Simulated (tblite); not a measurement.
Compound: C₄H₉FSSi.
SMILES with atom numbers: `[CH3:1]/[CH:2]=[C:3](/[SiH2:4][F:5])[S:6][CH3:7]` (hydrogens: H8, H9, H10 on C1; H11 on C2; H12, H13 on Si4; H14, H15, H16 on C7)

Structure optimised with GFN2-xTB, isolated species.

Q: What internal coordinates does the optimisation give?

A: 
```
                  bond  length (bohr)   order
                 C1–C2          2.812  single
                 C2=C3          2.527  double
                C3–Si4          3.555  single
                Si4–F5          3.042  single
                 C3–S6          3.365  single
                 S6–C7          3.433  single
  C1–H8, C1–H9, C1–H10          2.058  single
                C2–H11          2.045  single
      Si4–H12, Si4–H13          2.753  single
C7–H14, C7–H15, C7–H16          2.052  single
```

Bonds in one row agree within 0.02 bohr and their mean is given. Orders are formal, as drawn. A selection of angles:
```
      angle  degrees
   C2–C1–H8    110.5
   C2–C1–H9    110.6
   H8–C1–H9    109.7
  H8–C1–H10    107.8
   C1–C2–C3    126.0
  C1–C2–H11    116.0
  C3–C2–H11    118.0
  C2–C3–Si4    121.6
   C2–C3–S6    119.0
  Si4–C3–S6    119.2
  C3–Si4–F5    106.0
 C3–Si4–H12    112.4
 C3–Si4–H13    113.6
 F5–Si4–H12    105.2
 F5–Si4–H13    104.3
H12–Si4–H13    114.2
   C3–S6–C7    102.8
  S6–C7–H14    110.6
  S6–C7–H15    105.8
  S6–C7–H16    109.8
 H14–C7–H15    109.9
 H14–C7–H16    110.9
```

Torsions: C1–C2–C3–Si4 177° (antiperiplanar); C2–C3–Si4–F5 -3° (synperiplanar); C2–C3–S6–C7 -156° (antiperiplanar). The mirror-image conformer, all signs reversed, is as good.

Si4 (fluorine-bound silicon) is distorted tetrahedral (angles from 104.3° to 114.2°). The C–C distances run from 1.337 Å (C2=C3, drawn double) to 1.488 Å (C1–C2, drawn single), a spread of 0.151 Å. The C–S distances run from 1.781 Å (C3–S6, drawn single) to 1.816 Å (S6–C7, drawn single), a spread of 0.035 Å. Of the pairs four or more bonds apart, S6···H9 is among the closest relative to their van der Waals radii: 2.60 Å, 87 % of the sum of Bondi's values.

Point group: C1 (no symmetry element, even within 0.4 Å). Its GFN2-xTB frequencies are all real (lowest 44 cm⁻¹). One conformer, not necessarily the lowest. 3 starts were optimised and ended at 0.00, 0.00 and 0.84 kcal/mol (GFN2-xTB); the lowest of these is shown.

All values are computed, not measured.
